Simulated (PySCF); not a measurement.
Species: cis-Zr(PH3)2Cl4 (singlet state).
Bonds: Zr1–P2, Zr1–Cl6, Zr1–P7, Zr1–Cl11, Zr1–Cl12, Zr1–Cl13. Hydrogens: H3, H4, H5 on P2; H8, H9, H10 on P7.

Method: PBE0-D3(BJ)/def2-SVP geometry optimisation, gas phase, def2 core potentials past Kr (PySCF 2.14.0); density fitting, grid level 1; the optimiser is geomeTRIC in internal coordinates, started from a GFN2-xTB structure with every atom displaced at random (about 0.03 Å).

Step 4: E = -70010.3346 eV
```
atom  x, y, z in Å  |  force x, y, z in eV/Å
Zr1    -0.9144   -0.0492   -0.9352   -0.021  -0.124  -0.004
P2     -0.9726   -0.0946    1.9368    0.013  -0.039  -0.045
H3     -2.1114    0.6062    2.4043    0.017  -0.014   0.027
H4      0.0168    0.6207    2.6595    0.017  -0.041  -0.001
H5     -1.0584   -1.2474    2.7611   -0.013  -0.002   0.003
Cl6    -0.6573    0.3054   -3.2440    0.072  -0.020  -0.050
P7      1.9521    0.1163   -0.9482   -0.074  -0.111  -0.045
H8      2.6819   -0.5615    0.0611    0.044   0.045   0.017
H9      2.7256    1.3036   -1.0347   -0.040  -0.002   0.015
H10     2.4694   -0.5701   -2.0750    0.045   0.006   0.037
Cl11   -3.2298   -0.3642   -0.7081   -0.070  -0.015   0.067
Cl12   -0.6978    2.2116   -0.1680   -0.018   0.223  -0.005
Cl13   -0.1734   -2.3289   -0.6876    0.028   0.095  -0.014
```

Step 5: E = -70010.3493 eV
```
atom  x, y, z in Å  |  force x, y, z in eV/Å
Zr1    -0.9458   -0.0184   -0.9504    0.177  -0.007   0.035
P2     -0.9574   -0.1132    1.9235    0.008   0.119  -0.162
H3     -2.0668    0.5915    2.4521    0.020  -0.019   0.055
H4      0.0708    0.5563    2.6342    0.023  -0.030   0.037
H5     -1.0333   -1.2989    2.6983   -0.017   0.004  -0.012
Cl6    -0.6267    0.2991   -3.2569    0.001  -0.060  -0.060
P7      1.9313    0.0974   -0.9368   -0.191   0.069   0.011
H8      2.6349   -0.5279    0.1234    0.056   0.031  -0.006
H9      2.6749    1.3019   -1.0329    0.038  -0.006   0.001
H10     2.4961   -0.6094   -2.0272    0.019  -0.006   0.046
Cl11   -3.2581   -0.3323   -0.6837   -0.052  -0.030   0.027
Cl12   -0.7339    2.2822   -0.2854   -0.001  -0.047   0.082
Cl13   -0.1552   -2.2806   -0.6359   -0.080  -0.017  -0.054
```

**Question.** Estimate the geometry and energy of step 6. (The exact step hangs on the optimiser's Hessian estimate; all steps are aligned on step 5, rigid shifts and turns removed.)

**Answer.** E = -70010.3689 eV, largest force 0.154 eV/Å
```
atom  x, y, z in Å  |  force x, y, z in eV/Å
Zr1    -0.9743   -0.0235   -0.9796    0.035   0.015  -0.011
P2     -0.9032   -0.1113    1.8784    0.009   0.105  -0.079
H3     -1.9738    0.6085    2.4630    0.014   0.001   0.041
H4      0.1692    0.5229    2.5597   -0.012  -0.035  -0.007
H5     -0.9760   -1.3014    2.6443   -0.016  -0.032  -0.001
Cl6    -0.6555    0.2577   -3.2955    0.033  -0.028   0.037
P7      1.8879    0.1081   -0.8820   -0.145   0.049   0.016
H8      2.5715   -0.4832    0.2095    0.028  -0.004   0.024
H9      2.6169    1.3216   -0.9621    0.012   0.016  -0.020
H10     2.5096   -0.6035   -1.9338    0.047  -0.040  -0.018
Cl11   -3.2965   -0.3283   -0.7168    0.084   0.022   0.057
Cl12   -0.7151    2.2779   -0.3003   -0.058  -0.067   0.019
Cl13   -0.2301   -2.2976   -0.6627   -0.033  -0.003  -0.059
```

The energy changes by -0.0196 eV. The first-order estimate −F·Δx gives -0.0259 eV and the mean of the old and new forces, exact on a quadratic surface, -0.0162 eV. The step makes an angle of 77° with the force vector and moves no atom by more than 0.128 Å.

The cost below is that of the whole optimisation. Time: 9.5 min of wall time; peak memory 0.78 GiB. Hardware: Arm Neoverse V1, one thread, no GPU, shared host with 32 logical CPUs at a one-minute load of 16.
